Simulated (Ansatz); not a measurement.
Consider the formal exchange of groups at a B–B bond: `FBB([SiH3])Br` + `N=C(N)F` → `N=C(N)BF` + `FB([SiH3])Br`.

Program: Ansatz. Geometries: PBE0-D4/def2-TZVP. ΔE: electronic, gas phase. CBS: MP2 limit from def2 TZ/QZ plus the TZ coupled-cluster correction, frozen cores. Functionals use def2-TZVPP. For Br outer-core shells are correlated without core-valence functions, which leaves a few kJ/mol of doubt a bond. Scalar relativity is left out up to krypton. Each species was taken in one conformer, which may not be the lowest.

`FBB([SiH3])Br`:

```xyz
9

F    -2.209    0.814   -1.391
B    -1.485    1.019   -0.300
B    -0.523   -0.204    0.346
Si    1.414   -0.580   -0.068
Br   -1.381   -1.247    1.700
H    -1.561    2.115    0.195
H     1.692   -0.420   -1.521
H     1.831   -1.936    0.373
H     2.221    0.438    0.666
```

`N=C(N)F`:

Cartesian coordinates in Å:
```
N -0.716 -1.090 -0.484
C -0.053 -0.254 0.169
N 0.156 1.042 -0.170
F 0.533 -0.515 1.357
H -0.786 -1.975 0.004
H -0.081 1.285 -1.116
H 0.947 1.507 0.239
```

`N=C(N)BF`:

```xyz
9

N    -1.141    0.259    1.113
C    -0.228    0.199    0.212
N     0.402    1.328   -0.214
B     0.192   -1.167   -0.439
F     1.205   -1.207   -1.288
H    -1.523   -0.669    1.275
H     1.234    1.258   -0.769
H     0.232    2.187    0.283
H    -0.373   -2.188   -0.173
```

`FB([SiH3])Br`:

Cartesian coordinates in Å:
```
F 1.833 0.962 0.764
B 0.540 0.768 0.641
Si -0.273 -0.654 -0.552
Br -0.610 1.917 1.667
H -1.157 0.012 -1.545
H 0.767 -1.443 -1.262
H -1.099 -1.561 0.288
```

```json
{"level": "PBE0-D4", "ΔE (kJ/mol)": "-187.8"}
{"level": "HF/CBS(def2)", "ΔE (kJ/mol)": "-193.8"}
```

Problem. What does CCSD(T)/CBS give? (An estimate is asked.)

Solution. Computed: -203.3 kJ/mol. The listed levels differ from it by 15.5, 9.5 kJ/mol.

Largest T1 diagnostic among the species: 0.014.

In def2-TZVPP, CCSD(T) changes the Hartree–Fock value by −8.5 kJ/mol (the triples alone add −2.0 kJ/mol) and MP2 by −16.4 kJ/mol. At CCSD(T), def2-SVP lies +4.2 kJ/mol from the extrapolated value and def2-TZVPP +3.0 kJ/mol.
